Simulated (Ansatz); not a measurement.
Worked example: the step energy

An elementary step of SiN2H7F, closed shell (SiNH₄F ([NH2][SiH2][F]) + NH₃ → SiN₂H₆ ([NH2][SiH2][NH2]) + HF; Si–F, H–N broken or loosened, Si–N, F–H formed or tightened). “Start” and “end” are the PBE0-D4/def2-TZVP structures reached by relaxing down either side of its saddle point, with the molecules still in contact.

Program: Ansatz 0.2.0. Basis: def2-TZVPP and def2-QZVPP. Cores are frozen in the correlated methods.

Energies in eV:

| quantity | end | start |
| --- | --- | --- |
| Hartree–Fock, triple zeta (X = 3) | -13647.21759 | -13648.05884 |
| Hartree–Fock, quadruple zeta (X = 4) | -13647.75405 | -13648.61081 |
| MP2 correlation, X = 3 | -22.87837 | -22.62146 |
| MP2 correlation, X = 4 | -24.71600 | -24.44450 |
| CCSD(T) correlation, X = 3 | -24.54287 | -24.31918 |

Work out the step energy at the basis limit: extrapolate Hartree–Fock as E(X) = E∞ + A exp(−7.88 √X) and the MP2 correlation as E(X) = E∞ + B X^−2.97 (the exponents that Neese and Valeev fitted for def2-TZVPP and QZVPP), then add CCSD(T) − MP2 in triple zeta.

Each step is linear, so take the differences first (end − start): Hartree–Fock 0.84125 (X = 3) and 0.85676 (X = 4); MP2 correlation -0.25691 and -0.27150; CCSD(T) correlation -0.22369.
Two points give E∞ = E(4) + w [E(4) − E(3)], with w = 1/(exp(7.88 (2 − √3)) − 1) = 0.1377 for Hartree–Fock and w = 1/((4/3)^2.97 − 1) = 0.7407 for the correlation.
Hartree–Fock: 0.85676 + 0.1377 × 0.01551 = 0.8589 eV.
MP2 correlation: -0.27150 + 0.7407 × (-0.01459) = -0.2823 eV.
CCSD(T) − MP2: -0.22369 − (-0.25691) = 0.0332 eV.
Sum: 0.8589 + (-0.2823) + 0.0332 = 0.6098 eV, or 14.06 kcal/mol. Plain CCSD(T) in triple zeta gives 0.6176 eV, so the larger basis shifts the result by -0.0078 eV.

The T1 diagnostic stays at or below 0.012.

The step is the kind of exchange with an N–H group that builds nitride films in atomic layer and chemical vapour deposition.

Labels in which every atom is bracketed show which atoms are joined, not bond orders.

For scale, one of the runs: CCSD(T)/def2-TZVPP, 233 basis functions (an equivalent command: `ansatz run in.yaml --threads 4`). The run took 94 s on 4 CPU threads (shared host), with 4.2 GiB of host memory at its peak.
